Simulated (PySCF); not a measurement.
C6H7N.
SMILES: `C(C=C)/C=C\C#N`

The closed-shell SCF was solved with PySCF and density fitting under several settings on one GFN2-xTB geometry (grid level 2 and gas phase unless stated).

```
           settings  basis functions  SCF cycles     E (Eh)  HOMO (eV)  LUMO (eV)  dipole (D)
      PBE0/pcSseg-1              154          14  -287.1560      -7.87      -1.54        4.09
CAM-B3LYP/def2-SVPD              196          12  -287.1787      -9.18      -0.45        4.15
     X3LYP/pcSseg-1              154          14  -287.3782      -7.66      -1.62        4.06
           LDA/MINI               42          13  -282.6082      -8.97      -4.57        3.47
```

Problem. Estimate the row for these settings: PW91/pcJ-1, grid level 1.

Solution. 
| settings | basis functions | SCF cycles | E (Eh) | HOMO (eV) | LUMO (eV) | dipole (D) |
| --- | --- | --- | --- | --- | --- | --- |
| PW91/pcJ-1, grid level 1 | 259 | 12 | -287.4347 | -6.78 | -2.50 | 3.96 |

Problem. Over all rows, what range does the HOMO–LUMO gap span?

Solution. From 4.28 eV (PW91/pcJ-1, grid level 1) to 8.73 eV (CAM-B3LYP/def2-SVPD). The functional of the narrowest has no exact exchange, that of the widest range-separated exact exchange.

Cycle counts include a coarse-grid stage where the run had one.

Conformer computed: `[CH2:1]=[CH:2][CH2:3]/[CH:4]=[CH:5]\[C:6]#[N:7]`: C1–C2–C3–C4 113°, C2–C3–C4–C5 116°.

One conformer stands for the species.
